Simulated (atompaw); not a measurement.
What the settings do to the PAW (atompaw) potential of europium

Base potential:

europium (Eu), PAW, made with atompaw 4.2.0.5 (PBEsol, scalar-relativistic). Core [Kr] 4d10, reference 4f7 5s2 5p6 5d0 6s2 6p0. Waves: 5s (bound): rc 1.95 bohr; 6s (bound): rc 2.35 bohr; 5p (bound): rc 2.15 bohr; 6p (bound, empty): rc 2.55 bohr; 5d (bound, empty): rc 2.55 bohr; 5d channel at 3.25 Ry: rc 2.30 bohr; 4f (bound): rc 1.25 bohr; 4f channel at 4.15 Ry: rc 1.25 bohr. Local part: vpsmatchnc scheme with l = 4 at -0.5 Ry, radius 1.85 bohr. Core correction: smooth core density matched at 1.80 bohr. Augmentation charge: gaussian compensation charge, radius 2.50 bohr; PAW radius 2.55 bohr; waves and projectors: custom polynom vanderbiltortho.

All-electron outer shells of the reference configuration (PBEsol, scalar-relativistic, ld1.x):

```json
{"shell": "4p", "level (eV)": "-258.03", "outermost node (bohr)": "0.30", "outermost maximum (bohr)": "0.55"}
{"shell": "4d", "level (eV)": "-134.71", "outermost node (bohr)": "0.27", "outermost maximum (bohr)": "0.57"}
{"shell": "5s", "level (eV)": "-44.70", "outermost node (bohr)": "0.67", "outermost maximum (bohr)": "1.23"}
{"shell": "5p", "level (eV)": "-23.79", "outermost node (bohr)": "0.72", "outermost maximum (bohr)": "1.41"}
{"shell": "6s", "level (eV)": "-3.64", "outermost node (bohr)": "1.67", "outermost maximum (bohr)": "3.60"}
{"shell": "4f", "level (eV)": "-2.76", "outermost node (bohr)": "–", "outermost maximum (bohr)": "0.60"}
{"shell": "5d", "level (eV)": "-1.57", "outermost node (bohr)": "0.82", "outermost maximum (bohr)": "2.16"}
{"shell": "6p", "level (eV)": "-1.18", "outermost node (bohr)": "2.02", "outermost maximum (bohr)": "4.86"}
```

Cutoffs, loose and tight: the cutoffs (Ry, on a coarse ladder) from which the occupation-weighted sum of valence levels, in a spherical-Bessel basis at the reference potential, stays within 10 and 1 mRy of its value at 400 Ry. They see the waves, projectors and local potential, not the compensation charge or the core. A dash means not determined.

A true bound ghost makes a file unfit for plane-wave use even where its test errors are small: the radial tests pick states by their node count and pass the ghost by.

| change | outcome | cutoff, loose | cutoff, tight | bound ghosts |
| --- | --- | --- | --- | --- |
| base | generated | 140 Ry | 200 Ry | s |
| all radii scaled by about 1.31 (s 2.56, p 2.82, d 3.34, f 1.64 bohr); local potential vpsmatchnc scheme with l = 4 at -0.5 Ry, radius 2.42 bohr; augmentation gaussian compensation charge, radius 3.28 bohr; PAW radius 3.34 bohr; waves and projectors: custom polynom vanderbiltortho; core correction smooth core density matched at 2.36 bohr | generated | 70 Ry | 110 Ry | none |
| wave 5s (bound): rc 1.95 bohr becomes 5s (bound): rc 1.72 bohr | generated | 140 Ry | 200 Ry | s |
| reference 4f7 5s2 5p6 5d0 6s1 6p1 | generated | 140 Ry | 200 Ry | s |
| wave 4f channel at 4.15 Ry: rc 1.25 bohr becomes 4f channel at 4.15 Ry: rc 2.14 bohr | generated | 120 Ry | 200 Ry | s |
| functional PBE | generated | 140 Ry | 200 Ry | s |
| core correction smooth core density matched at 1.04 bohr | generated | 140 Ry | 200 Ry | s |
| wave 5d channel at 3.25 Ry: rc 2.30 bohr becomes 5d channel at 0.43 Ry: rc 2.30 bohr | generated | 140 Ry | 200 Ry | s |
| augmentation gaussian compensation charge, radius 2.50 bohr; PAW radius 2.55 bohr; waves and projectors: custom rrkj vanderbiltortho | failed: atompaw: The overlap operator has at least one negative eigenvalue! | – | – | – |
| local potential vpsmatchnc scheme with l = 4 at -0.5 Ry, radius 2.28 bohr | generated | 120 Ry | 200 Ry | none |
